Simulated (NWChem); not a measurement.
System meant: CdHBr; SMILES [Br][CdH]

Here is an NWChem input.

```
start job
memory heap 200 mb stack 900 mb global 1100 mb
geometry units angstroms noautoz
  Cd    -0.232508     0.929326     0.000000
  H     -0.467988     2.570562     0.000000
  Br     0.111172    -1.468522     0.000000
end
basis spherical
  Cd library def2-svp
  H library def2-svp
  Br library def2-svp
end
dft
  xc pbe0
  iterations 150
  mulliken
end
task dft energy
```

End of the output:

```
             Northwest Computational Chemistry Package (NWChem) 7.3.0
             --------------------------------------------------------

 ORDER OF PRIMARY AXIS IS BEING SET TO 4
 C4V symmetry detected

                             Geometry "geometry" -> ""
                             -------------------------

 Output coordinates in angstroms (scale by  1.889725989 to convert to a.u.)

  No.       Tag          Charge          X              Y              Z
 ---- ---------------- ---------- -------------- -------------- --------------
    1 Cd                  48.0000     0.00000000     0.00000000     0.98957488
    2 H                    1.0000     0.00000000     0.00000000     2.64761782
    3 Br                  35.0000     0.00000000     0.00000000    -1.43277749

 Effective nuclear repulsion energy (a.u.)     386.8646125784

      Symmetry information
      --------------------

 Group name             C4v
 Group number             18
 Group order               8
 No. of unique centers     3

                                 NWChem DFT Module
                                 -----------------

 Summary of "ao basis" -> "ao basis" (spherical)
 ------------------------------------------------------------------------------
       Tag                 Description            Shells   Functions and Types
 ---------------- ------------------------------  ------  ---------------------
 Cd                         def2-svp                11       31   5s3p2d1f
 H                          def2-svp                 3        5   2s1p
 Br                         def2-svp                12       32   5s4p3d

      Symmetry analysis of basis
      --------------------------

        a1         26
        a2          0
        b1          6
        b2          6
        e          30

            General Information
            -------------------
          SCF calculation type: DFT
          Wavefunction type:  closed shell.
          No. of atoms     :     3
          No. of electrons :    84
           Alpha electrons :    42
            Beta electrons :    42
          Charge           :     0
          Spin multiplicity:     1
          Use of symmetry is: on ; symmetry adaption is: on
          Maximum number of iterations: 150
          AO basis - number of functions:    68
                     number of shells:    26
          Convergence on energy requested:  1.00D-06
          Convergence on density requested:  1.00D-05
          Convergence on gradient requested:  5.00D-04

              XC Information
              --------------
                         PBE0 Method XC Functional
                     Hartree-Fock (Exact) Exchange  0.250
          PerdewBurkeErnzerhof Exchange Functional  0.750
            Perdew 1991 LDA Correlation Functional  1.000 local
           PerdewBurkeErnz. Correlation Functional  1.000 non-local

             Grid Information
             ----------------
          Grid used for XC integration:  medium
          Radial quadrature: Mura-Knowles
          Angular quadrature: Lebedev.
          Tag              B.-S. Rad. Rad. Pts. Rad. Cut. Ang. Pts.
          ---              ---------- --------- --------- ---------
          Cd                  1.55      123           8.0       590
          H                   0.35       45          11.0       434
          Br                  1.15      112          11.0       590
          Grid pruning is: on
          Number of quadrature shells:   280
          Spatial weights used:  Erf1

      Superposition of Atomic Density Guess
      -------------------------------------

 Sum of atomic energies:       -3780.80490182

      Non-variational initial energy
      ------------------------------

 Total energy =   -3783.867979
 1-e energy   =   -6026.124054
 2-e energy   =    1855.391462
 HOMO         =      -1.604983
 LUMO         =      -1.081602

      Symmetry analysis of molecular orbitals - initial
      -------------------------------------------------

 !! scf_movecs_sym_adapt:   12 vectors were symmetry contaminated

  Symmetry fudging

 !! scf_movecs_sym_adapt:    8 vectors were symmetry contaminated

  Numbering of irreducible representations:

     1 a1          2 a2          3 b1          4 b2          5 e

  Orbital symmetries:

     1 a1          2 a1          3 a1          4 a1          5 e
     6 e           7 a1          8 a1          9 e          10 e
    11 a1         12 e          13 e          14 b1         15 b2
    16 a1         17 e          18 e          19 b1         20 b2
    21 e          22 e          23 a1         24 a1         25 a1
    26 e          27 e          28 a1         29 e          30 e
    31 a1         32 e          33 e          34 b1         35 b2
    36 a1         37 a1         38 e          39 e          40 b1
    41 b2         42 a1         43 a1         44 e          45 e
    46 a1         47 a1         48 e          49 e          50 a1
    51 a1         52 e

     ---------------------------------------------
      Total Density - Mulliken Population Analysis
     ---------------------------------------------

    Atom       Charge   Shell Charges
 -----------   ------   -------------------------------------------------------
    1 Cd  48    55.06   2.00  2.01  2.04  2.57 -0.52  6.02  6.72 -0.46 10.04 10.63 14.00
    2 H    1    -0.01   0.26 -0.24 -0.02
    3 Br  35    28.95   2.00  2.00  1.99  0.69  0.65  6.00  5.97  0.20 -0.34  8.21  1.75 -0.15

 !! scf_movecs_sym_adapt:    2 vectors were symmetry contaminated

  Symmetry fudging

 !! scf_movecs_sym_adapt:    2 vectors were symmetry contaminated

[...]
```

Can this run be used? If not, why, and what is the fix?

The run ends normally but its numbers are meaningless: the def2 basis of a heavy element holds valence functions alone and wants its effective core potential (without it all electrons must fit into that basis). This input runs:
```
start job
memory heap 200 mb stack 900 mb global 1100 mb
geometry units angstroms noautoz
  Cd    -0.232508     0.929326     0.000000
  H     -0.467988     2.570562     0.000000
  Br     0.111172    -1.468522     0.000000
end
basis spherical
  * library def2-svp
end
ecp
  Cd library def2-ecp
end
dft
  xc pbe0
  iterations 150
  mulliken
end
task dft energy
```
It converges to -2741.90541 Ha (PBE0/def2-SVP with def2 effective core potentials on Cd). The faulty run gave -3888.246 Ha, with all electrons squeezed into the valence basis.
